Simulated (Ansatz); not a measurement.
`C[NH][GeH]([F])[Cl]` + H–F → `[F][GeH]([F])[Cl]` + CH₃NH₂  (ligand exchange at a Ge–N bond)

Gas-phase electronic energies from Ansatz, PBE0-D4/def2-TZVP geometries. CBS: MP2 limit from def2 TZ/QZ plus the TZ coupled-cluster correction, frozen cores. This one scheme is used for every species. DFT in def2-TZVPP. For Ge outer-core shells are correlated without core-valence functions, which leaves a few kJ/mol of doubt a bond. Scalar relativity is left out up to krypton. Each species was taken in one conformer, which may not be the lowest.

Is it downhill or uphill in electronic energy at CCSD(T)/CBS, and by how much? (An estimate is asked.)

Computed: Downhill: ΔE = -33.4 kJ/mol.

What do these levels give: PBE-D4, revPBE-D4, PBE0-D4, r2SCANh-D4, MP2/def2-TZVPP, SCS-MP2/def2-QZVPP? (Best estimate.)

Ansatz gave: PBE-D4 -40.6, revPBE-D4 -38.1, PBE0-D4 -38.4, r2SCANh-D4 -45.3, MP2/def2-TZVPP -33.3, SCS-MP2/def2-QZVPP -38.9 kJ/mol.

Largest T1 diagnostic among the species: 0.012.

At CCSD(T), def2-SVP lies −13.2 kJ/mol from the extrapolated value and def2-TZVPP −4.1 kJ/mol. The D4 term adds +9.9 kJ/mol with B3LYP and +5.7 kJ/mol with PBE0; it sums over pairs of atoms, weighted by their polarisabilities, and B3LYP, whose exchange is more repulsive, gets the larger term.

B3LYP here is the variant with VWN-RPA as its local correlation; programs differ in this.
